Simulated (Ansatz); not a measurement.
Reaction (ligand exchange at a Ge–S bond): `C=C[S][GeH3]` + HBr → `[GeH3][Br]` + `C=CS`

Computed with Ansatz on PBE0-D4/def2-TZVP structures; ΔE is electronic, products minus reactants. CCSD(T)/CBS adds triple-zeta CCSD(T) − MP2 to the extrapolated MP2 energy (def2 sets, frozen cores). This one scheme is used for every species. Functionals use def2-TZVPP. For Br, Ge outer-core shells are correlated without core-valence functions, which leaves a few kJ/mol of doubt a bond. Scalar relativity is left out up to krypton. One conformer a species, not always the lowest.

`C=C[S][GeH3]`:

Z-matrix (Å, degrees):
```
Ge
S 1 2.222
H 1 1.538 2 108.4
H 1 1.533 2 105.9 3 -119.5
H 1 1.537 2 110.7 3 120.3
C 2 1.758 1 99.4 3 -49.5
C 6 1.327 2 123.0 1 -144.7
H 6 1.087 2 116.2 1 39.5
H 7 1.084 6 121.9 2 4.3
H 7 1.084 6 120.3 2 -174.9
```

HBr:

Z-matrix (Å, degrees):
```
Br
H 1 1.420
```

`[GeH3][Br]`:

```xyz
5

Ge   -0.041   -0.170   -0.075
Br    0.455    1.892    0.838
H    -0.986    0.073   -1.256
H    -0.710   -1.002    1.023
H     1.282   -0.793   -0.530
```

`C=CS`:

Z-matrix (Å, degrees):
```
C
C 1 1.327
H 1 1.082 2 120.2
H 1 1.084 2 122.3 3 -180.0
S 2 1.751 1 123.6 3 179.8
H 2 1.084 1 120.9 3 -0.0
H 5 1.340 2 96.7 1 179.1
```

```tsv
level	ΔE (kcal/mol)
BHLYP-D4	-9.6
r2SCANh	-9.2
CCSD(T)/def2-SVP	-7.8
CCSD(T)/def2-TZVPP	-7.9
```

What does CCSD(T)/CBS give? (An estimate is asked.)

The calculation gave: -8.0 kcal/mol. The listed levels differ from it by -1.6, -1.2, 0.2, 0.1 kcal/mol.

Largest T1 diagnostic among the species: 0.012.

Leaving LDA and LC-ωPBE aside and taking each functional with its dispersion term where it has one, the values, not all of them listed here, spread over 2.4 kcal/mol, from BHLYP-D4 to revPBE-D4. LDA lies +1.4 kcal/mol from PBE without D4. In def2-TZVPP, CCSD(T) changes the Hartree–Fock value by +4.5 kcal/mol (the triples alone add +0.7 kcal/mol) and MP2 by +4.8 kcal/mol. The D4 term adds +1.4 kcal/mol with B3LYP and +0.8 kcal/mol with PBE0; it sums over pairs of atoms, weighted by their polarisabilities, and B3LYP, whose exchange is more repulsive, gets the larger term.

CCSD(T)/CBS has its own doubt, a few kJ/mol and more with outer-core shells, so smaller differences from it don't rank the levels.

B3LYP here is the variant with VWN-RPA as its local correlation; programs differ in this.
